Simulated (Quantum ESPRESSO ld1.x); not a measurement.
Values are calculated unless marked as measured or tabulated.
Ti2+, configuration [Ar] 3d2. Level of theory: Dirac Kohn-Sham, relativistic LDA (MacDonald-Vosko exchange, VWN5 correlation), spin-unpolarised, spherical densities, point nucleus; open shells fill j = l - 1/2 first (ld1.x of Quantum ESPRESSO 7.5).

Spin-orbit splittings of the eigenvalues, e(l+1/2) - e(l-1/2), with zeta = 2 splitting/(2l+1) and mean radii in bohr:

| shell | occ. | splitting (eV) | zeta (eV) | <r> j=l-1/2 | <r> j=l+1/2 |
|---|---|---|---|---|---|
| 2p | 6 | 5.741 | 3.827 | 0.2886 | 0.2913 |
| 3p | 6 | 0.6647 | 0.4431 | 1.079 | 1.087 |
| 3d | 2 | ? | ? | 1.424 | 1.428 |

Estimate the 3d splitting.

Answer. 0.05237 eV (zeta = 0.02095 eV).
